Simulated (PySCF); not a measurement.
Broadened absorption spectrum of C6H9OP

C6H9OP.
SMILES: `C=CP(=O)(C=C)C=C`

Computed with TDDFT PBE0/def2-SVPD, vertical, gas phase, core orbitals frozen in the response (PySCF 2.14.0, density-fitted response routines). One conformer (not necessarily the lowest) at the PBE0-D3(BJ)/def2-SVP geometry, without solvent, vibrations or thermal averaging. Torsions of this conformer, `[CH2:1]=[CH:2][P:3](=[O:4])([CH:5]=[CH2:6])[CH:7]=[CH2:8]`: C1–C2–P3–O4 0°, C2–P3–C5–C6 125°, C2–P3–C7–C8 -125°.

Broadening: Gaussians 0.4 eV wide at half height, area fixed by f = 4.319×10⁻⁹ ∫ε dν̃. The cross-section is σ = 3.8235×10⁻²¹ ε cm², given in Mb (10⁻¹⁸ cm²). The width is an assumption, not a result. The curve ends short of the highest state used, and states not computed would add to its high-energy end.

```csv
λ (nm),σ (Mb)
199.0,25.43
200.6,22.60
202.2,20.14
203.8,17.39
205.5,14.12
207.1,11.09
208.7,8.52
210.4,6.64
212.0,5.76
213.6,5.67
215.3,6.22
216.9,7.04
218.5,7.87
220.1,8.48
221.8,8.70
223.4,8.45
225.0,7.79
226.7,6.76
228.3,5.62
229.9,4.46
231.5,3.39
233.2,2.41
234.8,1.68
236.4,1.12
238.1,0.70
239.7,0.43
241.3,0.26
242.9,0.15
244.6,0.08
246.2,0.04
247.8,0.02
249.5,0.01
251.1,0.01
252.7,0.00
254.3,0.00
256.0,0.00
```

Question: Where are the band maxima, and which computed states make them?

Answer: 222 nm (5.59 eV), ε about 2300, made up of S2 (46%) and S3 (49%) (ε in L mol⁻¹ cm⁻¹; maxima over ε = 5, shares over 10%). At its high-energy end, 6.23 eV, the curve is still rising (ε about 6600, from S5, S6, S8 and S9). The states used: S1 5.44 eV (f 0.0000); S2 5.59 eV (f 0.016); S3 5.59 eV (f 0.016); S4 5.64 eV (f 0.0015); S5 6.17 eV (f 0.036); S6 6.17 eV (f 0.038); S7 6.25 eV (f 0.0002); S8 6.64 eV (f 0.276); S9 6.65 eV (f 0.278); S10 6.83 eV (f 0.026).

Question: What would ε be at 5.59 eV, the highest of these maxima, with half the width (0.2 eV)?

Answer: About 4500 L mol⁻¹ cm⁻¹ against 2270, a factor of about 1.98; a lone state at its own centre would give exactly 2.

Question: Coming from long wavelengths, where does ε first pass 100 L mol⁻¹ cm⁻¹?

Answer: At about 240 nm (5.16 eV), 0.28 eV below S1.

Question: On this curve, what absorbance would a 10⁻⁵ mol/L sample give at 248 nm over a 1 cm path?

Answer: 248 nm is 4.999 eV, where ε is about 5.6 L mol⁻¹ cm⁻¹, so A = ε c l ≈ 5.6e-05 (Beer–Lambert, with the gas-phase spectrum and the assumed width).

The vertical ionisation energy (ΔSCF) is 9.67 eV, 2.84 eV above S10.
